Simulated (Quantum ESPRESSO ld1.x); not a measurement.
The run below uses ld1.x (Quantum ESPRESSO 7.5).

```
 &input
    atom='Yb',
    iswitch=1,
    rel=2,
    dft='PBE',
    config='[Xe] 4f14 5d1 6p1',
    rel_dist='average',
    verbosity='high',
    lsmall=.true.,
    prefix='ld1',
    max_out_wfc=37,
    file_charge='ld1.rho',
 /
```

Output (excerpt):

```
     Program LD1 v.7.5 starts

 state nlj           4           3   2.5000000000000000       not converged   [7 such lines]
 state nlj           6           1  0.50000000000000000       not converged
 classical turning point too close to mesh           4           3           3
 classical turning point too close to mesh           4           3          -4
 state nlj           4           3   2.5000000000000000       not converged   [4 such lines]
     --------------------------- All-electron run ----------------------------

     dirac relativistic calculation

     atomic number is 70.00
     dft =PBE   lsd =0 sic =0 latt =0  beta=0.20 tr2=1.0E-14
     Exchange-correlation= PBE
                           (   1   4   3   4   0   0   0)
     mesh =2107 r(mesh) =  99.43506 a.u. xmin = -8.00 dx = 0.00800
     1 Ry =  13.60569312 eV, c = 137.03599908

     n l j   nl                  e(Ry)          e(Ha)          e(eV)
     Spin orbit split results
     1 0 0.5 1S 1( 2.00)   -4495.892984036   -2247.946492018 -61169.7402546
     2 0 0.5 2S 1( 2.00)    -761.298318791    -380.649159396 -10357.9913005
     2 1 0.5 2P 1( 2.00)    -726.058991023    -363.029495511  -9878.5358210
     2 1 1.5 2P 1( 4.00)    -649.096620517    -324.548310258  -8831.4094259
     3 0 0.5 3S 1( 2.00)    -171.642407384     -85.821203692  -2335.3139218
     3 1 0.5 3P 1( 2.00)    -156.111587202     -78.055793601  -2124.0063484
     3 1 1.5 3P 1( 4.00)    -139.775672662     -69.887836331  -1901.7449083
     4 0 0.5 4S 1( 2.00)     -33.823102992     -16.911551496   -460.1867598
     4 1 0.5 4P 1( 2.00)     -27.541424261     -13.770712131   -374.7201667
     4 1 1.5 4P 1( 4.00)     -23.843862941     -11.921931471   -324.4122820
     3 2 1.5 3D 1( 4.00)    -113.381875723     -56.690937862  -1542.6390068
     3 2 2.5 3D 1( 6.00)    -109.813276857     -54.906638428  -1494.0857457
     5 0 0.5 5S 1( 2.00)      -4.093814581      -2.046907290    -55.6991849
     5 1 0.5 5P 1( 2.00)      -2.403793127      -1.201896563    -32.7052716
     5 1 1.5 5P 1( 4.00)      -1.958628186      -0.979314093    -26.6484940
     4 2 1.5 4D 1( 4.00)     -13.523653458      -6.761826729   -183.9986788
     4 2 2.5 4D 1( 6.00)     -12.850544499      -6.425272250   -174.8405649
     4 3 2.5 4F 1( 6.00)      -0.342757050      -0.171378525     -4.6634472
     4 3 3.5 4F 1( 8.00)      -0.246017399      -0.123008699     -3.3472372
     5 2 1.5 5D 1( 0.40)      -0.118304388      -0.059152194     -1.6096132
     5 2 2.5 5D 1( 0.60)      -0.103830416      -0.051915208     -1.4126848
     6 1 0.5 6P 1( 0.33)      -0.145186436      -0.072593218     -1.9753621
     6 1 1.5 6P 1( 0.67)      -0.126382706      -0.063191353     -1.7195243
     Averaged results
     1 0     1S 1( 2.00)   -4495.892984036   -2247.946492018 -61169.7402546
     2 0     2S 1( 2.00)    -761.298318791    -380.649159396 -10357.9913005
     2 1     2P 1( 6.00)    -674.750744019    -337.375372009  -9180.4515576
     3 0     3S 1( 2.00)    -171.642407384     -85.821203692  -2335.3139218
     3 1     3P 1( 6.00)    -145.220977508     -72.610488754  -1975.8320550
     4 0     4S 1( 2.00)     -33.823102992     -16.911551496   -460.1867598
     4 1     4P 1( 6.00)     -25.076383381     -12.538191691   -341.1815769
     3 2     3D 1(10.00)    -111.240716403     -55.620358202  -1513.5070502
     5 0     5S 1( 2.00)      -4.093814581      -2.046907290    -55.6991849
     5 1     5P 1( 6.00)      -2.107016499      -1.053508250    -28.6674199
     4 2     4D 1(10.00)     -13.119788083      -6.559894041   -178.5038105
     4 3     4F 1(14.00)      -0.287477249      -0.143738625     -3.9113272
     5 2     5D 1( 1.00)      -0.109620005      -0.054810003     -1.4914561
     6 1     6P 1( 1.00)      -0.132650616      -0.066325308     -1.8048036

     final scf error:  7.1E-16 reached in  46 iterations

     Etot =  -28151.480799 Ry,  -14075.740400 Ha, -383020.408716 eV

     Ekin =   31281.611795 Ry,   15640.805898 Ha,  425608.010481 eV
     Encl =  -69912.427463 Ry,  -34956.213731 Ha, -951207.033544 eV
     Eh   =   11068.604318 Ry,    5534.302159 Ha,  150596.033648 eV
     Exc  =    -589.269450 Ry,    -294.634725 Ha,   -8017.419301 eV
```

Run on one thread of a shared host, so times are rough (Intel(R) Xeon(R) Processor @ 2.60GHz): 1.2 s of CPU time, 1.3 s wall, 46 iterations on 2107 mesh points.
